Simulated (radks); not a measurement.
Values are calculated unless marked as measured or tabulated.
Problem. Excited configurations of Rb: one electron is placed in a higher orbital outside [Kr]. The ground configuration is [Kr] 5s1. Level of theory: scalar-relativistic Kohn-Sham, BLYP, spin-unpolarised, spherical densities, finite nucleus; Fermi nuclear charge, rms radius 4.2036 fm (a radial shooting solver on a logarithmic mesh with Libxc functionals). Excitation = E - E(ground); binding = E(ion) - E, where the ion is the core of charge +1; n* = 1/sqrt(2 binding) in atomic units, and the quantum defect is n - n*.

outer orbital  excitation (eV)  binding (eV)     n*  quantum defect  eigenvalue (eV)  <r> (bohr)
4d                       2.314         1.879  2.691           1.309           -0.490       7.772
5p                       1.621         2.573  2.300           2.700           -1.192       7.154
6s                       2.311         1.882  2.689           3.311           -1.056       11.27
7d                       3.591         0.603  4.750           2.250           -0.343       33.36

Estimate the row for 5d.

Solution. excitation (eV) 2.945; binding (eV) 1.248; n* 3.301; quantum defect 1.699; eigenvalue (eV) -0.578; <r> (bohr) 13.92. The Delta-SCF ionisation energy is 4.193 eV (NIST Atomic Spectra Database: 4.177 eV, measured). Self-interaction in the functional shifts the binding energies and quantum defects, so they are the method's values and not measured ones. Spin polarisation and multiplet splitting are left out, so open shells lie too high by an amount that depends on their filling.

Beside tabulated values, note that spin-unpolarised runs miss the spin-polarisation part of the exchange energy of open shells.
